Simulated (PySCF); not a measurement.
PySCF input for MoO₂Cl, SMILES [O]=[Mo](=[O])[Cl] (connectivity only; charge and spin as stated), neutral, multiplicity 2, PBE-D3(BJ)/def2-SVP. Geometry optimised at PBE-D3(BJ)/def2-SVP. A frequency run showed that this geometry is not a minimum. The spin state was assumed, not searched. The isomer is the one that the SMILES or the coordinates give; other isomers of the formula were not compared. The def2 effective core potentials stand for the cores of Mo; spin–orbit coupling is left out.

```python
import numpy as np
from pyscf import gto, scf, dft, df
from pyscf.hessian import thermo

mol = gto.M(
    atom='''
    Mo    0.00000000    0.00000000    0.31735910
    O     0.00000000   -1.40775623    1.26460424
    O     0.00000000    1.40775622    1.26460424
    Cl    0.00000000   -0.00000000   -1.97427941
    ''',
    basis='def2-SVP',
    ecp={'Mo': 'def2-svp'},
    charge=0,
    spin=1,
    max_memory=1600,
    verbose=3,
)
mf = dft.UKS(mol, xc='pbe').density_fit(auxbasis='def2-universal-jkfit')
mf.disp = 'd3bj'
mf.grids.level = 3
mf.conv_tol = 1e-11
mf.max_cycle = 100
mf.kernel()
fine, coarse = mf.grids, dft.Grids(mol).set(level=1).build(with_non0tab=True)
for _ in range(3):  # follow internal instabilities
    mf.grids = coarse
    mo, _, stable, _ = mf.stability(return_status=True, nroots=4)
    mf.grids = fine
    if stable:
        break
    mf.kernel(mf.make_rdm1(mo, mf.mo_occ))

# analytic Hessian; the response equations are solved on a coarser grid
h, args, fine = mf.Hessian(), (mf.mo_energy, mf.mo_coeff, mf.mo_occ), mf.grids
h.max_memory = max(150, 2.5e-5 * df.make_auxmol(mol, mf.with_df.auxbasis).nao * mol.nelec[0] * (mol.nelec[0] + mol.nao))  # MB; small integral blocks
h1ao = h.make_h1(mf.mo_coeff, mf.mo_occ)
mf.grids = dft.Grids(mol).set(level=1).build(with_non0tab=True)
mo1, mo_e1 = h.solve_mo1(*args, h1ao)
mf.grids = fine
hess = h.hess_elec(*args, mo1, mo_e1, h1ao) + h.hess_nuc()
if mf.do_disp():
    hess += h.get_dispersion()
for i in range(mol.natm):  # the analytic DFT Hessian lacks the response of the grid: restore translational invariance
    hess[i, i] -= hess[i].sum(axis=0)
hess = (hess + hess.transpose(1, 0, 3, 2)) / 2
vib = thermo.harmonic_analysis(mol, hess, imaginary_freq=False)
thermo.dump_normal_mode(mol, vib)
th = thermo.thermo(mf, vib['freq_au'][vib['freq_au'] > 0], 298.15, 101325)
thermo.dump_thermo(mol, th)
g0 = mf.nuc_grad_method().set(verbose=0).kernel()

# dipole derivatives [dipole axis, atom, xyz] from the same response
r, irp = mol.intor('int1e_r'), mol.intor('int1e_irp').reshape(3, 3, mol.nao, mol.nao)
sl, dm0, ok = mol.aoslice_by_atom(), np.array(mf.make_rdm1()), []
dmu = np.einsum('a,xt->xat', mol.atom_charges(), np.eye(3))
for a, (_, _, p0, p1) in enumerate(sl):
    dmu[:, a] += 2 * np.einsum('xtij,ij->xt', irp[:, :, :, p0:p1], dm0.reshape(-1, mol.nao, mol.nao).sum(0)[:, p0:p1])
    for u, c, occ, f in zip(mo1, mf.mo_coeff, mf.mo_occ, (2, 2)):
        dmu[:, a] -= f * np.einsum('tui,xuv,vi->xt', u[a], r, c[:, occ > 0], optimize=True)
L = vib['norm_mode']
ir = 974.8801 * (np.einsum('xat,kat->kx', dmu, L) ** 2).sum(1)       # km/mol
apt = np.einsum('xax->a', dmu) / 3
print('mode   freq/cm-1   IR/(km/mol)')
for k, w in enumerate(vib['freq_wavenumber']):
    print(f'{k + 1:4d} {w:11.2f} {ir[k]:13.3f}')
print('max |gradient| / (hartree/bohr):', abs(g0).max())
print('APT charges:', apt.round(4))
```

Log of the run:

```

WARN: HOMO -0.401235684193435 >= LUMO -0.401235684193435

converged SCF energy = -678.406016353913  <S^2> = 0.75679786  2S+1 = 2.0067863
<class 'pyscf.df.df_jk.DFUKS'> wavefunction is stable in the internal stability analysis

WARN: DFTD3 does not support analytical Hessian, using finite difference


WARN: Mole.unit (angstrom) is changed to Bohr

Mode                                 0                   1                   2
Irrep
Freq [cm^-1]                     -101.1138            145.1928            293.1563
Reduced mass [au]                  24.6673             22.5292             19.0250
Force const [Dyne/A]               -0.1486              0.2798              0.9633
Char temp [K]                    -145.4802            208.9002            421.7866
Normal mode                   x     y     z       x     y     z       x     y     z
       0  Mo                -0.06 -0.00  0.00    0.00 -0.04 -0.00    0.00  0.00 -0.01
       1   O                 0.13  0.00  0.00   -0.00  0.04  0.13   -0.00  0.09  0.12
       2   O                 0.13  0.00 -0.00   -0.00  0.04 -0.13   -0.00 -0.09  0.12
       3  Cl                 0.05  0.00 -0.00   -0.00  0.08 -0.00   -0.00 -0.00 -0.09
Mode                                 3                   4                   5
Irrep
Freq [cm^-1]                      428.7573            973.7023           1003.2561
Reduced mass [au]                  33.7124             19.1279             17.5644
Force const [Dyne/A]                3.6514             10.6849             10.4161
Char temp [K]                     616.8862           1400.9408           1443.4621
Normal mode                   x     y     z       x     y     z       x     y     z
       0  Mo                -0.00  0.00 -0.06   -0.00  0.05  0.00    0.00 -0.00  0.03
       1   O                 0.00  0.07  0.04    0.00 -0.13  0.09   -0.00  0.13 -0.10
       2   O                 0.00 -0.07  0.04    0.00 -0.13 -0.09   -0.00 -0.13 -0.10
       3  Cl                 0.00 -0.00  0.12    0.00 -0.00 -0.00   -0.00 -0.00 -0.00
temperature 298.1500 [K]
pressure 101325.00 [Pa]
Rotational constants [GHz] 7.96965 2.53951 1.92584
Symmetry number 2
Zero-point energy (ZPE) 0.00648 [Eh]   17011.285 [J/mol]
                           tot       elec      trans        rot        vib
Entropy [J/mol/K]       305.200      5.763    172.304    105.171     21.962
Cv [J/mol/K]             49.138      0.000     12.472     12.472     24.194
Cp [J/mol/K]             57.452      0.000     20.786     12.472     24.194
Internal energy [J/mol]                      3718.434   3718.434  20792.202
Internal energy [Eh]   -678.39526  -678.40602
Enthalpy [J/mol]                             6197.391   3718.434  20792.202
Enthalpy [Eh]          -678.39432
Gibbs free energy [J/mol]                  -45175.020 -27638.361  14244.291
Gibbs free energy [Eh] -678.42898
mode   freq/cm-1   IR/(km/mol)
   1     -101.11        20.618
   2      145.19         4.191
   3      293.16         3.046
   4      428.76        30.784
   5      973.70       165.895
   6     1003.26        74.166
max |gradient| / (hartree/bohr): 0.00017804335798409909
APT charges: [ 1.5546 -0.5698 -0.5698 -0.415 ]
```

Self-consistency was reached. The end point has an imaginary mode, so it is no minimum.
